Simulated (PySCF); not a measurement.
**AlSi2H8NO3**

AlSi2H8NO3 is a molecule, neutral, singlet. The structure, one conformer, was relaxed in the gas phase by PBE0-D3(BJ)/def2-SVP. No frequency run checks that it is a minimum.

SMILES: [OH][Al]([OH])[O]N([SiH3])[SiH3]

```tsv
atom	x (Å)	y (Å)	z (Å)
Si1	-2.321	0.684	0.344
N2	-0.788	0.059	-0.215
Si3	-0.301	-0.614	-1.757
O4	0.115	0.075	0.862
Al5	1.803	-0.075	1.032
O6	2.708	-0.436	-0.344
O7	2.486	0.107	2.565
H8	-2.178	2.089	0.835
H9	-2.867	-0.141	1.466
H10	-3.249	0.642	-0.823
H11	0.242	-1.996	-1.584
H12	-1.561	-0.641	-2.555
H13	0.723	0.215	-2.459
H14	3.649	-0.597	-0.410
H15	2.001	0.284	3.371
```

Shieldings: GIAO PBE0/pcSseg-1. Shifts are against computed references at the same level: H TMS (σ 31.27 ppm), Si TMS (σ 352.0 ppm). Core levels by delta-SCF with SCAN, pcX-2 on the ionised atom and pcseg-1 elsewhere, spin-free X2C (2p3/2 is the spin-free 2p value less a third of a first-order spin-orbit splitting); from the vacuum level, for chosen atoms.

(1) Give the NMR and core-level values of the distinct atoms.

(2) By CAM-B3LYP/def2-SVPD (TDDFT singlets, Tamm-Dancoff triplets, ionisation by delta-SCF), where does absorption start, and what does vertical ionisation take?

Answers

(1) 
```
      atoms   bonded to  σ (ppm)  δ (ppm)  core level (eV)
        Si1   1 N + 3 H    398.8    -46.8     2p3/2 106.90
         N2  1 O + 2 Si    153.1        -        1s 405.10
        Si3   1 N + 3 H    398.9    -46.9     2p3/2 106.89
         O4  1 Al + 1 N    265.4        -        1s 538.03
        Al5         3 O    481.1        -      2p3/2 80.97
         O6  1 Al + 1 H    329.8        -                -
         O7  1 Al + 1 H    333.6        -                -
  H8 H9 H10        1 Si    26.58     4.69                -
H11 H12 H13        1 Si    26.39     4.88                -
        H14         1 O    29.97     1.29                -
        H15         1 O    29.98     1.28                -
```

Values are those of this one static structure, with the three H of a rotating XH3 group averaged; atoms that internal rotation interchanges would show their mean in an NMR spectrum.

(2) The lowest singlet lies at 4.66 eV (f 0.002), the strongest of the first 6 at 6.57 eV (f 0.039), the lowest triplet at 4.38 eV; vertical ionisation takes 8.36 eV.
